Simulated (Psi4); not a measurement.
Calculation: Psi4 1.11 with SAPT0/jun-cc-pVDZ, frozen core.

Psi4 input:

```
molecule {
0 1
C 0.56245040 -0.00000000 0.00000000
O -0.56245040 0.00000000 -0.00000000
--
0 1
S 1.48197683 -2.26863127 0.96895000
H 2.25515444 -1.45857067 1.70957796
H 2.31358620 -2.19957911 -0.08280536
units angstrom
symmetry c1
no_reorient
no_com
}
set basis jun-cc-pvdz
set scf_type df
set freeze_core true
energy('sapt0')
```

Part of the output:

```
    SAPT Results
  --------------------------------------------------------------------------------------------------------
    Electrostatics                -22.86463653 [mEh]     -14.34777604 [kcal/mol]     -60.03109493 [kJ/mol]
      Elst10,r                    -22.86463653 [mEh]     -14.34777604 [kcal/mol]     -60.03109493 [kJ/mol]

    Exchange                       52.97240817 [mEh]      33.24068798 [kcal/mol]     139.07903849 [kJ/mol]
      Exch10                       52.97240817 [mEh]      33.24068798 [kcal/mol]     139.07903849 [kJ/mol]
      Exch10(S^2)                  50.75328543 [mEh]      31.84816743 [kcal/mol]     133.25273254 [kJ/mol]

    Induction                      -8.96664807 [mEh]      -5.62665661 [kcal/mol]     -23.54193125 [kJ/mol]
      Ind20,r                     -33.84005639 [mEh]     -21.23495598 [kcal/mol]     -88.84705580 [kJ/mol]
      Exch-Ind20,r                 29.39607701 [mEh]      18.44631681 [kcal/mol]      77.17938955 [kJ/mol]
      delta HF,r (2)               -4.52266869 [mEh]      -2.83801745 [kcal/mol]     -11.87426500 [kJ/mol]

    Dispersion                     -7.33824243 [mEh]      -4.60481665 [kcal/mol]     -19.26655286 [kJ/mol]
      Disp20                       -9.76206546 [mEh]      -6.12578856 [kcal/mol]     -25.63029932 [kJ/mol]
      Exch-Disp20                   2.42382302 [mEh]       1.52097191 [kcal/mol]       6.36374647 [kJ/mol]
      Disp20 (SS)                  -4.88103273 [mEh]      -3.06289428 [kcal/mol]     -12.81514966 [kJ/mol]
      Disp20 (OS)                  -4.88103273 [mEh]      -3.06289428 [kcal/mol]     -12.81514966 [kJ/mol]
      Exch-Disp20 (SS)              1.25002314 [mEh]       0.78440137 [kcal/mol]       3.28193531 [kJ/mol]
      Exch-Disp20 (OS)              1.17379988 [mEh]       0.73657054 [kcal/mol]       3.08181116 [kJ/mol]

  Total HF                         21.14112358 [mEh]      13.26625533 [kcal/mol]      55.50601230 [kJ/mol]
  Total SAPT0                      13.80288114 [mEh]       8.66143868 [kcal/mol]      36.23945945 [kJ/mol]
```
